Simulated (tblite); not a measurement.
Q: What does the GFN2-xTB structure of InChI=1S/C5H4NO/c6-4-5-2-1-3-7-5/h2-3H,1H2 look like in three dimensions? (Doublet state.)

A: 
```xyz
11
C5H4NO angstrom
N      3.4936    0.4551   -0.0874
C      2.3498    0.3772   -0.0538
C      0.9506    0.2436   -0.0157
C      0.2097   -0.8919   -0.0849
C     -1.2381   -0.5157   -0.0016
C     -1.1045    0.9607    0.1176
O      0.1803    1.3569    0.1054
H      0.5834   -1.8903   -0.1837
H     -1.7501   -0.9762    0.8603
H     -1.8121   -0.8302   -0.8896
H     -1.8573    1.7136    0.2076
```

Any rigid rotation of these coordinates is as good. Atoms count from 1 in this order. The 7 heavy atoms lie in one plane (0.000 Å rms). C3 (carbon bonded to 2 C and O) is planar (angles 128.4°, 119.2° and 112.4°, sum 360.0°, 0.00 Å off the plane of its three neighbours). C6 (carbon bonded to C, O and H) is planar (angles 130.0°, 117.8° and 112.2°, sum 360.0°, 0.00 Å off the plane of its three neighbours). The 4 C–C bonds span 1.358 Å (C3=C4, drawn double) to 1.498 Å (C4–C5, drawn single), a spread of 0.140 Å.

Bonds between heavy atoms (Å): N1≡C2 1.147, C2–C3 1.406, C3=C4 1.358, C4–C5 1.498, C5–C6 1.487, C6–O7 1.345, C3–O7 1.359.

Structure optimised with GFN2-xTB, isolated species. This method treats the open shell by occupation alone, without spin polarisation.

Point group: Cs (every atom within 0.08 Å of its image). Its GFN2-xTB frequencies are all real (lowest 147 cm⁻¹).

Hardware: one thread of an Arm Neoverse V2 (shared host). Cost: under 0.1 s of wall time. These figures are those of the optimisation.

These are computed values.
